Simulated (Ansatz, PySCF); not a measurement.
Noncovalent pair: HF (SMILES F) (first 2 atoms) with HBr (SMILES Br); geometry from B3LYP-D3(BJ)/def2-TZVP, rigid monomers moved along the line of their centres of mass till F1···H4 is 1.87 Å.
(charge 0, multiplicity 1):
```
atom    x (Å)    y (Å)   z (Å)
----  -------  -------  ------
F     -0.3622   0.1354  0.3694
H     -0.2203  -0.7743  0.2652
Br    -0.0607   0.8722  3.5394
H     -0.2326   0.7607  2.1242
```

Interaction energies are E(AB) − E(A) − E(B) at the monomers' geometry in the complex; basis-set methods are counterpoise corrected. Rows marked so take none.

Frozen-core correlation. Filled d and f shells under p-block atoms count as core. CBS: X⁻³ extrapolation of the correlation energy, Hartree–Fock from the larger set. Rows in 3-21G, 6-31G* carry no dispersion term and start afresh at each structure (6-31G* with six Cartesian d functions); the Pople sets are all-electron and without relativity.

Programs: Ansatz (Gaussian basis) for Hartree–Fock, density functionals and correlated methods; PySCF for 3-21G rows, 6-31G* rows. Values without a source in brackets are computed.

| level | interaction energy (kcal/mol) |
|---|---|
| r2SCAN/def2-TZVPPD | -2.14 |
| B3LYP/3-21G (no counterpoise) | -10.25 |
| M06-2X/6-31G* (no counterpoise) | -4.91 |
| wB97X-V/def2-TZVPPD | -1.72 |
| SCS-MP2/aug-cc-pVTZ | -0.89 |
| CCSD/aug-cc-pVDZ | -0.71 |
| CCSD(T)/aug-cc-pVTZ | ___ |
| CCSD(T)/aug-cc-pVQZ | ___ |
| CCSD(T)/CBS(aug-cc-pVTZ, aug-cc-pVQZ) | -1.76 |

Question: What belongs in the gaps?

Answer: 
- CCSD(T)/aug-cc-pVTZ, interaction energy (kcal/mol): -1.31
- CCSD(T)/aug-cc-pVQZ, interaction energy (kcal/mol): -1.59

Ansatz is an electronic-structure program.
